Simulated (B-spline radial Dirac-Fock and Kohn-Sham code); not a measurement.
# Kohn-Sham estimates against Dirac-Fock for the levels of Bi⁺

System: Bi⁺ in the configuration [Xe] 4f14 5d10 6s2 6p2.

The density-functional columns are spherical, spin-unpolarised Dirac-Kohn-Sham results without Breit or QED terms: −ε is minus the orbital energy of the initial state and ΔSCF the difference of two total energies. The reference in the last column comes from ΔSCF Dirac-Fock with Breit, self-energy and vacuum polarisation, finite nucleus, configuration average. All numbers are from a B-spline atomic structure program, in eV; a selection of levels is shown. For the 1s level of heavy atoms much of the gap between ΔSCF and the reference is the Breit and QED part, -514.8 eV here; for other levels the error of the functional can be larger.

```
     level   PBE −ε  PBE ΔSCF   LDA −ε  LDA ΔSCF  Dirac-Fock
    K (1s)  90459.4   91116.0  90389.3   91043.5     90538.8
   L1 (2s)  16246.4   16368.6  16235.7   16358.2     16410.7
L2 (2p1/2)  15617.1   15776.3  15612.0   15771.3     15728.6
L3 (2p3/2)  13297.7   13428.2  13295.1   13425.7     13435.6
   M1 (3s)   3927.4    3963.7   3924.5    3961.0      4023.9
M2 (3p1/2)   3641.3    3680.6   3640.1    3679.6      3718.8
M3 (3p3/2)   3121.9    3156.7   3121.4    3156.3      3200.2
M4 (3d3/2)   2650.4    2692.5   2650.6    2692.7      2706.2
M5 (3d5/2)   2540.3    2580.7   2540.5    2581.0      2598.0
   N1 (4s)    907.5     924.2    906.1     922.8       962.9
N2 (4p1/2)    782.8     799.5    782.1     798.8       829.9
N3 (4p3/2)    654.8     670.4    654.1     669.6       701.2
N4 (4d3/2)    451.3     466.7    451.2     466.6       485.0
N5 (4d5/2)    427.4     442.5    427.3     442.4       461.0
N6 (4f5/2)    163.2     178.2    163.7     178.6       178.1
N7 (4f7/2)    157.8     172.6    158.2     173.0       172.8
   O1 (5s)    165.2     174.3    165.5     174.6       184.9
O2 (5p1/2)    122.0     130.6    122.3     131.0       137.0
O3 (5p3/2)    97.33     105.5    97.43     105.6       112.5
O4 (5d3/2)    36.89     43.99    37.07     44.18       43.15
O5 (5d5/2)    33.89     40.83    34.04     41.00       40.16
   P1 (6s)    22.02     26.80    22.37     27.18       25.33
 P2,3 (6p)    11.60     15.43    11.87     15.74       14.82
```

Task: Order the estimates of the K (1s) level by their distance from the Dirac-Fock value, nearest first.
A. LDA ΔSCF
B. LDA −ε
C. PBE ΔSCF
D. PBE −ε

Result: D (79.4 eV), B (149.6 eV), A (504.7 eV), C (577.2 eV).

An eigenvalue near the reference for a deep level is a cancellation of errors: it lacks relaxation, carries self-interaction and omits Breit and QED terms.

Values without a named source are computed, but for edge energies of neutral atoms, which are taken from tables.
